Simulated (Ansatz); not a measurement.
All numbers were calculated with Ansatz.

A structure relaxed at PBE0-D4/def2-TZVP, charge 0, multiplicity 1:

```xyz
20

C    -1.956   -0.829   -1.889
C    -1.398   -0.036   -0.722
C    -0.121    0.708   -1.077
C     0.443    1.524    0.081
C     0.798    0.693    1.283
O     0.394    0.874    2.400
O     1.644   -0.297    0.961
C     2.033   -1.138    2.041
H    -1.236   -1.575   -2.238
H    -2.873   -1.355   -1.614
H    -2.189   -0.176   -2.735
H    -2.147    0.681   -0.367
H    -1.205   -0.710    0.121
H    -0.314    1.385   -1.916
H     0.636   -0.004   -1.420
H     1.351    2.044   -0.240
H    -0.272    2.276    0.417
H     2.703   -1.882    1.614
H     2.546   -0.562    2.813
H     1.162   -1.620    2.487
```

Question: Give its formula and SMILES.

Answer: C6H12O2, `CCCCC(=O)OC`.

Question: Point group (tolerance 0.08 Å, 0.16 Å for H)?

Answer: C1.

Question: Summarise the bond lengths by kind.

Answer: 4 × C–C 1.504 to 1.525 Å; 12 × C–H 1.088 to 1.096 Å; 3 × C–O 1.202 to 1.423 Å.
